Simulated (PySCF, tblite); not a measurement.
Calculations on `C#CC(=[C]BCl)C=C` [radical], in the order of a workflow; each names the level of the geometry that it ran on. Settings lines and outputs come from a driver script.

Compound: C6H5BCl (doublet state).
Numbering: `[CH:1]#[C:2][C:3](=[C:4][BH:5][Cl:6])[CH:7]=[CH2:8]` (hydrogens: H9 on C1; H10 on B5; H11 on C7; H12, H13 on C8)

Step 1: GFN2-xTB geometry optimisation, gas phase (tblite 0.8.0) (from a force-field or distance-geometry start)
```json
{"job": {"kind": "relax", "xc": "GFN2-xTB", "basis": "xTB"}, "charge": 0, "multiplicity": 2}
```
```
step      E/eV     max force
  0    -570.89884    2.166
  1    -571.06359    1.438
  2    -571.12355    3.591
...
103    -571.80229    0.017
104    -571.80232    0.019
105    -571.80236    0.018
106    -571.80240    0.013
107    -571.80242    0.009
```

Energy lowered by 20.8 kcal/mol over 107 steps; largest atomic force 0.009 eV/Å at the end. «max force» is the largest atomic force in eV/Å.

Step 2: GFN2-xTB harmonic vibrations, gas phase (tblite 0.8.0) (on the GFN2-xTB geometry)
```json
{"job": {"kind": "ir", "xc": "GFN2-xTB", "basis": "xTB"}, "charge": 0, "multiplicity": 2}
```
```
(table of modes left out)
```

33 modes from 36 to 3392 cm⁻¹ (unscaled, harmonic); zero-point energy 52.2 kcal/mol; all wavenumbers are real at this level.

Step 3: UKS B3LYP, pcH-1 on B C Cl H, non-relativistic, mean-field spin-orbit, GIAO (PySCF 2.14.0) (on the GFN2-xTB geometry)
```json
{"job": {"kind": "epr", "basis": "pcH-1"}, "charge": 0, "multiplicity": 2}
```
```
...
E = -716.58985490 Eh   <S^2> = 0.7580 (exact 0.7500)
g shifts (ppm)      1          2          3
  rmc          -154       -154       -154
  gc             -0         29         34
  oz_so        -355       4696       5249
  total        -509       4571       5128
hyperfine (MHz)  atom isotope    a_iso     a_fc   dipolar eigenvalues
    0   13C       5.76       5.77     -6.51      0.68      5.83
    1   13C      77.69      77.69     -4.88     -1.71      6.59
    2   13C     -36.65     -36.66    -11.69      3.82      7.87
    3   13C      45.80      46.03    -69.22    -51.66    120.88
    4   11B     -17.85     -18.03    -13.15     -5.30     18.45
    5  35Cl       8.31       7.81    -16.90    -16.07     32.97
    6   13C      57.82      57.82     -5.29     -1.87      7.16
    7   13C       3.36       3.37     -5.58      1.23      4.35
    8    1H       0.95       0.96     -1.80     -0.11      1.91
    9    1H      -2.80      -2.84     -7.78     -3.36     11.13
   10    1H      -3.47      -3.47     -4.93     -1.68      6.61
   11    1H       6.36       6.36     -1.18     -0.51      1.69
   12    1H       1.72       1.72     -1.64     -1.24      2.88
```

⟨S²⟩ 0.758; g_iso 2.0054. rmc, gc and oz_so are the mass-correction, gauge-correction and orbital-Zeeman/spin–orbit parts of the g shift along its three principal axes; a_iso is the isotropic hyperfine coupling and a_fc its Fermi-contact part. The log counts atoms from 0, this text from 1.

Question: Which step took the most CPU time, and about what did each take on Arm Neoverse V1, one thread, on a shared host?

Answer: Step 3, about 98 % of the total. CPU time by step: 1: 0.73 s, 2: 0.41 s, 3: 73 s.

Geometry of the electronic-property runs (GFN2-xTB):
```
atom  x, y, z in Å
C1    -0.9622   -2.4223   -0.2202
C2    -0.5482   -1.2965   -0.2403
C3    -0.0685    0.0450   -0.2775
C4    -0.8626    1.0215    0.0906
B5    -1.7269    2.1315    0.4879
Cl6   -2.9567    2.6637   -0.6186
C7     1.3117    0.2637   -0.7303
C8     2.1426   -0.7165   -1.0551
H9    -1.3154   -3.4101   -0.2002
H10   -1.6262    2.6826    1.5192
H11    1.6139    1.3004   -0.7758
H12    3.1470   -0.5110   -1.3842
H13    1.8471   -1.7516   -1.0061
```

 (This holds for the electronic-property runs.)

One conformer stands for the species.
